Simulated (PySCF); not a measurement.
## How methods differ on the ionisation energy of Sb

Sb [Kr] 4d10 5s2 5p3 (4S) → Sb⁺ [Kr] 4d10 5s2 5p2 (3P), as a difference of total energies. Calculation: PySCF 2.14, in aug-cc-pVDZ-PP with ECP28MDF (5s4p3d, 32 functions); scalar relativity through the core potential. Correlated levels: valence: 4s2 4p6 4d10 frozen. The calculations carry no spin-orbit coupling.

| method | ionisation energy (eV) |
| --- | --- |
| UHF | 8.598 |
| B3LYP | 8.948 |
| BP86 | 9.077 |
| MP2 (valence) | 8.913 |
| SCS-MP2 (valence) | 8.804 |
| CCSD (valence) | 8.882 |
| CCSD(T) (valence) | 8.891 |

Errors of the correlated levels include the incompleteness of this basis and the frozen core.

Question: Which method comes closest to the reference value, and which is furthest?

Answer: The reference is 9.124 eV (measured; NIST levels, between the centres of gravity of the two terms). Closest: BP86 (error -0.047 eV); furthest: UHF (error -0.526 eV).
